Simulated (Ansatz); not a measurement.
Stepwise reaction of `O[Si@H](F)[Si@@H](O)F` with hydrogen, as a gas-phase model of exchange steps in deposition or etching. ΔE in kJ/mol.

Calculated with Ansatz (gas phase, PBE0-D4/def2-TZVP geometries, no zero-point term in ΔE). CBS: MP2 limit from def2 TZ/QZ plus the TZ coupled-cluster correction, frozen cores. This one scheme is used for every species. Functionals use def2-TZVPP. B3LYP here is the variant with VWN-RPA as its local correlation; programs differ in this. Each species was taken in one conformer, which may not be the lowest.

| step | reaction | PBE-D4 | B3LYP-D4 | ωB97M-V | CCSD(T)/CBS |
| --- | --- | --- | --- | --- | --- |
| 1 | `O[Si@H](F)[Si@@H](O)F` + H₂ → `O[SiH](F)[SiH2]F` + H₂O | 86.2 | 91.1 | 91.1 | 87.3 |

(1) Give the row of step 2, `O[SiH](F)[SiH2]F` + H₂ → `F[SiH2][SiH2]F` + H₂O. (An estimate is asked.)

(2) By hand: ΔE of the 2 steps together at CCSD(T)/CBS.

## Answers

(1) The calculation gave: 
```
step                                          reaction  PBE-D4  B3LYP-D4  ωB97M-V  CCSD(T)/CBS
   2  `O[SiH](F)[SiH2]F` + H₂ → `F[SiH2][SiH2]F` + H₂O    87.1      91.7     92.1         88.0
```

(2) (87.3) + (88.0) = 175.3 kJ/mol, or 87.7 kJ/mol a step.

In ΔE the steps differ by no more than 0.7 kJ/mol. All are uphill at CCSD(T)/CBS. PBE-D4 differs from CCSD(T)/CBS by -1.1 to -0.9 kJ/mol a step. Only this route is followed, and other bonds may react first. Isolated molecules leave out the surface, adducts and barriers. Largest T1 diagnostic: 0.013.
